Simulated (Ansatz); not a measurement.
Diatomic SeS+, multiplicity 4 (an upper state: multiplicity 2 came lower at CCSD(T)/def2-TZVPP on PBE0 minima). No spin–orbit coupling. Se is treated without relativity.

Seven points along R, fitted to fifth degree in 1/R; most abundant isotopes. In def2 and cc sets the state is the lowest found near the PBE0 minimum, followed along R.

Correlated levels freeze the inner cores; with def2 sets outer-core shells near the valence are correlated too.

Codes used: Ansatz (a first-principles code) with Gaussian orbitals. Each number belongs to the level named beside it.

```
level               r_e (Å)  ω_e (cm⁻¹)  ω_e x_e (cm⁻¹)
------------------  -------  ----------  --------------
PBE/def2-TZVPP        2.210         433             1.4
PBE0/def2-TZVPP       2.175         469             1.4
wB97X-V/def2-TZVPP    2.158         [?]             1.3
CCSD/def2-TZVPP       2.178         469             1.6
CCSD(T)/def2-TZVPP      [?]         [?]             1.4
```

Complete the blanks.


- CCSD(T)/def2-TZVPP, r_e (Å): 2.193
- CCSD(T)/def2-TZVPP, ω_e (cm⁻¹): 453
- wB97X-V/def2-TZVPP, ω_e (cm⁻¹): 493
